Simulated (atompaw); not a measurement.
Sn (Z = 50): one change to a PAW (atompaw) potential, before and after

atompaw 4.2.0.5 input, output lines left out:

```
Sn 50
GGA-PBE scalarrelativistic loggrid 1500 logderivrange -4 5 226
5 5 4 0 0 0
5 0 1.75
5 1 2.25
0 0 0
c
c
c
c
v
c
c
c
v
c
v
2
2.80 2.30 2.80 1.90
y
1.3
n
y
0.5
n
y
-1.35
n
custom rrkj vanderbiltortho sinc
bessel
2.80
2.80
2.80
2.80
2.80
2.80
```

All-electron outer shells of the reference configuration (PBE, scalar-relativistic, ld1.x):

| shell | level (eV) | outermost node (bohr) | outermost maximum (bohr) |
| --- | --- | --- | --- |
| 4s | -134.33 | 0.40 | 0.74 |
| 4p | -90.10 | 0.41 | 0.79 |
| 4d | -26.22 | 0.39 | 0.88 |
| 5s | -10.77 | 0.98 | 2.01 |
| 5p | -3.86 | 1.09 | 2.55 |

Change: all radii scaled by about 0.89 (s 2.48, p 2.48, d 2.48 bohr); local potential bessel scheme, radius 2.48 bohr; augmentation sinc compensation charge, radius 2.04 bohr; PAW radius 2.48 bohr; waves and projectors: custom rrkj vanderbiltortho; core correction smooth core density matched at 1.68 bohr.

Cutoffs: the cutoffs (Ry, on a coarse ladder) from which the occupation-weighted sum of valence levels, in a spherical-Bessel basis at the reference potential, stays within 10 and 1 mRy of its value at 400 Ry; they do not see the model core or the augmentation charge, which bear on the density cutoff.

What does the change do?

The potential gets harder (12 Ry and 18 Ry → 18 Ry and 30 Ry); neither file shows a bound ghost. A smaller radius makes the pseudo-wave follow the all-electron one further in, where it bends more sharply, so more plane waves are needed.

```tsv
quantity	base	changed
cutoff, loose	12 Ry	18 Ry
cutoff, tight	18 Ry	30 Ry
loose cutoff by channel (10 mRy a level)	s 6 Ry, p 6 Ry, d 8 Ry	s 6 Ry, p 6 Ry, d 12 Ry
bound ghosts	none	none
lowest overlap eigenvalue by channel	s 0.46, p 0.65, d 0.03	s 0.42, p 0.60, d 0.05
```

 The cutoffs see the waves, projectors and local potential, not the compensation charge or the core.
